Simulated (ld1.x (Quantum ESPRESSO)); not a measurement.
**What the settings do to the TM potential of silver**

Base potential:

* Element: silver
* Generator: ld1.x (Quantum ESPRESSO) 7.5
* Type: norm-conserving Troullier–Martins (Kleinman–Bylander form)
* Functional: LDA (PZ)
* Relativity: fully relativistic
* Frozen core: [Ar] 3d10
* Valence charge: 19
* Reference configuration: 4s2 4p6 4d10 5s0 5p0 (charge +1)
* Partial waves: 4p (bound): rc 1.20 bohr; 4d (bound): rc 1.35 bohr; 4s (bound): rc 1.35 bohr
* Local potential: the s channel
* Core correction: Bessel-smoothed model core, default radius (core density twice the valence density)

Open shells are filled in proportion to 2j + 1 (rel_dist='average').

All-electron outer shells of the reference configuration (LDA (PZ), scalar-relativistic, ld1.x):

```json
{"shell": "3d", "level (eV)": "-367.08", "outermost node (bohr)": "–", "outermost maximum (bohr)": "0.27"}
{"shell": "4s", "level (eV)": "-103.37", "outermost node (bohr)": "0.44", "outermost maximum (bohr)": "0.82"}
{"shell": "4p", "level (eV)": "-66.98", "outermost node (bohr)": "0.44", "outermost maximum (bohr)": "0.87"}
{"shell": "4d", "level (eV)": "-15.92", "outermost node (bohr)": "0.43", "outermost maximum (bohr)": "1.04"}
{"shell": "5s", "level (eV)": "-11.63", "outermost node (bohr)": "1.11", "outermost maximum (bohr)": "2.34"}
{"shell": "5p", "level (eV)": "-6.42", "outermost node (bohr)": "1.24", "outermost maximum (bohr)": "3.00"}
```

Cutoffs, loose and tight: the cutoffs (Ry, on a coarse ladder) from which the occupation-weighted sum of valence levels, in a spherical-Bessel basis at the reference potential, stays within 10 and 1 mRy of its value at 400 Ry. They do not see the model core or the augmentation charge, which bear on the density cutoff. Test errors are all-electron minus pseudo excitation energies from the reference, over the configurations 4s2 4p6 4d10 5s1 5p0; 4s2 4p6 4d9 5s0 5p0; 4s2 4p6 4d8 5s0 5p0; 4s2 4p6 4d10 5s0.5 5p0; 4s2 4p6 4d9 5s1 5p1; 4s2 4p6 4d9 5s2 5p0; 4s1 4p6 4d10 5s1 5p0. A dash means not determined; rows that change the core or the reference have their own tests. The largest error is taken over the tests solved by every variant that gives reliable tests at all: 4s1 4p6 4d10 5s1 5p0; 4s2 4p6 4d10 5s0.5 5p0; 4s2 4p6 4d8 5s0 5p0; 4s2 4p6 4d9 5s0 5p0.

A true bound ghost makes a file unfit for plane-wave use even where its test errors are small: the radial tests pick states by their node count and pass the ghost by. Where a test does run into it, the solver fails or the error is huge.

Cutoffs are not given where the Bessel-basis levels miss the radial ones by over 6 mRy, ghosts where they miss by over 20 mRy; a channel whose overlap is not positive is not tested.

The default core radius of the base comes out at 0.59 bohr.

On the changes marked as counting shells twice: ld1.x takes every shell without a wave as core, so the model core holds the marked electrons as well and exchange and correlation see them twice. This cancels in the reference configuration, but the file is broken for other ones, and its errors say nothing about a proper core correction.

```csv
change,outcome,"cutoff, loose","cutoff, tight",bound ghosts,largest test error (meV)
base,generated,–,–,none,+1429
core correction Bessel-smoothed model core inside 1.32 bohr,generated,–,–,none,+1442
functional PBEsol,generated,–,–,none,+1425
reference 4s2 4p6 4d10 5s0.75 5p0 (5s counted twice),"generated, misses its reference levels by 0.92 eV",–,–,none,-2517
wave 4d (bound): rc 1.35 bohr becomes 4d (bound): rc 0.96 bohr,generated,–,–,none,+1443
local potential the p channel,"generated, misses its reference levels by 3.49 eV",–,–,not determined,+580
scalar-relativistic,generated,120 Ry,160 Ry,none,+1395
wave 4p (bound): rc 1.20 bohr becomes 4p (bound): rc 1.62 bohr,generated,90 Ry,140 Ry,none,+1444
wave 4s (bound): rc 1.35 bohr becomes 4s (bound): rc 1.94 bohr,generated,–,–,s (extra level of the local part),+7173
```
